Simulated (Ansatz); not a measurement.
`[Li][Br]` + `CNC` → `[Li][N](C)C` + HBr at 700 K and 1 bar (ligand exchange at a Li–Br bond).

Program: Ansatz. Geometries: PBE0-D4/def2-TZVP. ΔE: electronic, gas phase. CCSD(T)/CBS is the MP2 limit (def2-TZVPP, def2-QZVPP) plus CCSD(T) − MP2 in def2-TZVPP, frozen cores. For Br, Li outer-core shells are correlated without core-valence functions, which leaves a few kJ/mol of doubt a bond. Scalar relativity is left out up to krypton.

| species | CCSD(T)/CBS energy (Eh) | H − E (kJ/mol) | S (J/(mol·K)) |
| --- | --- | --- | --- |
| `[Li][Br]` | -2580.90160 | 26.8 | 254.3 |
| `CNC` | -135.00321 | 296.9 | 352.4 |
| `[Li][N](C)C` | -141.90308 | 273.4 | 385.8 |
| HBr | -2573.91920 | 36.5 | 223.7 |

H − E and S are ideal-gas, rigid-rotor, harmonic terms from PBE0-D4/def2-TZVP. 1 Eh = 2625.50 kJ/mol, R = 8.31446 J/(mol·K).

Task: By hand: ΔE, ΔH, ΔS and ΔG.

Result: ΔE = (-141.90308) + (-2573.91920) − (-2580.90160) − (-135.00321) = 0.08253 Eh = 216.7 kJ/mol. Δ(H − E) = 273.4 + 36.5 − 26.8 − 296.9 = -13.8, so ΔH = 202.9 kJ/mol. ΔS = 385.8 + 223.7 − 254.3 − 352.4 = 2.8 J/(mol·K). ΔG = 202.9 − 700 × (2.8)/1000 = 200.9 kJ/mol.

Task: By hand: the equilibrium constant, and the temperature at which ΔG would vanish if ΔH and ΔS stayed fixed.

Result: log₁₀ K = −ΔG/(RT ln 10) = -15.0. ΔG = 0 at ΔH/ΔS = 72464 K, far beyond where these terms or the molecules hold.

The number of gas molecules stays the same, so ΔS is small and ΔH decides. A doubt of 5 kJ/mol in ΔE shifts log₁₀ K by 0.4 here. These are equilibria of isolated gas molecules and say nothing of rates. Largest T1 diagnostic: 0.011 (customary marks: 0.02 for closed shells, 0.045 for open ones).
